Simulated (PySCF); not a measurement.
AlH2O2, charge +1. Atoms are numbered in the order given.

```xyz
5

Al     0.0000     0.0000     0.0095
O     -0.0611     1.6011    -0.0159
H      0.3157     2.4785     0.0655
O      0.0611    -1.6011    -0.0159
H     -0.3157    -2.4785     0.0655
```
Charge +1, spin multiplicity 1.

Geometry optimised at B3LYP-D3(BJ)/def2-TZVP. The multiplicity is an assumed one; other spin states were not compared. The isomer is the one that the SMILES or the coordinates give; other isomers of the formula were not compared. One conformer was computed; it need not be the lowest.

Computed with PBE0/def2-TZVPD (PySCF).

Symmetry labels are those of the subgroup C2 that the program uses (full group C2).

Computed valence orbital energies around the gap with their symmetry:
```
orbital  symmetry  energy (eV)
-------  --------  -----------
HOMO−7          A       -34.07
HOMO−6          B       -33.83
HOMO−5          A       -22.02
HOMO−4          B       -21.17
HOMO−3          B       -16.36
HOMO−2          A       -16.32
HOMO−1          A       -16.16
HOMO            B       -15.97
LUMO            A        -8.31
LUMO+1          B        -5.54
LUMO+2          A        -5.37
LUMO+3          B        -3.74
```
